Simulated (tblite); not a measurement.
Species: C6H8Se.
Numbering: `[CH3:1][c:2]1[cH:3][se:4][c:5]([CH3:6])[cH:7]1` (hydrogens: H8, H9, H10 on C1; H11 on C3; H12, H13, H14 on C6; H15 on C7)

Computed with GFN2-xTB (tblite), gas phase: L-BFGS steps from a force-field or distance-geometry start until the largest atomic force falls under 0.01 eV/Å.

Step 52: E = -546.2495 eV
```
atom  x, y, z in Å  |  force x, y, z in eV/Å
C1     -2.3149   -0.7659    0.2778   -0.035   0.008  -0.003
C2     -1.0918    0.0217   -0.0612    0.006  -0.003   0.018
C3     -1.1087    1.2739   -0.5818   -0.009  -0.015  -0.014
Se4     0.5967    1.9728   -0.8284    0.013   0.003   0.002
C5      1.2429    0.3490   -0.1326    0.006   0.030  -0.001
C6      2.7017    0.0890    0.0342   -0.007  -0.006   0.009
C7      0.2189   -0.4815    0.1806    0.023  -0.003  -0.008
H8     -2.4682   -0.7664    1.3581    0.004  -0.015  -0.023
H9     -3.1927   -0.3319   -0.1936   -0.022  -0.009   0.003
H10    -2.2096   -1.8000   -0.0479    0.005   0.034  -0.007
H11    -1.9774    1.8495   -0.8458   -0.018   0.005   0.001
H12     3.2035    0.0318   -0.9325   -0.016  -0.001   0.009
H13     3.1722    0.8869    0.6090    0.000  -0.004  -0.013
H14     2.8473   -0.8518    0.5603    0.028  -0.016  -0.012
H15     0.3756   -1.4690    0.5818    0.022  -0.006   0.039
```

Step 53: E = -546.2499 eV
```
atom  x, y, z in Å  |  force x, y, z in eV/Å
C1     -2.3137   -0.7657    0.2792   -0.048   0.002   0.002
C2     -1.0918    0.0223   -0.0637    0.002  -0.018   0.000
C3     -1.1078    1.2714   -0.5914   -0.025  -0.019   0.002
Se4     0.5968    1.9697   -0.8384    0.027   0.011  -0.003
C5      1.2427    0.3495   -0.1347    0.008   0.011   0.002
C6      2.7011    0.0896    0.0375   -0.012  -0.004   0.008
C7      0.2185   -0.4804    0.1797    0.024  -0.005   0.011
H8     -2.4440   -0.7888    1.3629   -0.008  -0.020  -0.047
H9     -3.1986   -0.3154   -0.1656    0.009  -0.026   0.017
H10    -2.2212   -1.7941   -0.0714    0.001   0.073   0.005
H11    -1.9767    1.8460   -0.8549   -0.029   0.016  -0.009
H12     3.2059    0.0339   -0.9282   -0.015   0.000   0.026
H13     3.1677    0.8879    0.6157    0.003  -0.019  -0.023
H14     2.8438   -0.8523    0.5634    0.032   0.001  -0.021
H15     0.3730   -1.4655    0.5880    0.031  -0.002   0.032
```

Question: Estimate the geometry and energy of step 54. (The exact step hangs on the optimiser's Hessian estimate; all steps are aligned on step 53, rigid shifts and turns removed.)

Answer: E = -546.2503 eV, largest force 0.057 eV/Å
```
atom  x, y, z in Å  |  force x, y, z in eV/Å
C1     -2.3141   -0.7651    0.2794   -0.020   0.005  -0.006
C2     -1.0917    0.0227   -0.0636   -0.001  -0.026  -0.021
C3     -1.1075    1.2701   -0.5951   -0.030  -0.015   0.013
Se4     0.5970    1.9689   -0.8413    0.027   0.017  -0.009
C5      1.2428    0.3504   -0.1352    0.005  -0.012   0.007
C6      2.7009    0.0895    0.0387   -0.011  -0.001   0.003
C7      0.2189   -0.4800    0.1791    0.013  -0.004   0.028
H8     -2.4370   -0.7961    1.3628   -0.017  -0.020  -0.014
H9     -3.2008   -0.3112   -0.1565    0.002  -0.014   0.008
H10    -2.2250   -1.7908   -0.0785    0.003   0.057  -0.003
H11    -1.9770    1.8445   -0.8573   -0.026   0.017  -0.013
H12     3.2061    0.0342   -0.9268   -0.011   0.001   0.028
H13     3.1663    0.8881    0.6176    0.008  -0.025  -0.024
H14     2.8435   -0.8531    0.5640    0.027   0.013  -0.024
H15     0.3734   -1.4640    0.5907    0.031   0.005   0.024
```

The energy changes by -0.0003 eV. The first-order estimate −F·Δx gives -0.0004 eV and the mean of the old and new forces, exact on a quadratic surface, -0.0003 eV. The step makes an angle of 81° with the force vector and moves no atom by more than 0.010 Å.

The cost below is that of the whole relaxation. On Arm Neoverse V2, one thread (shared host), this took 0.33 s.
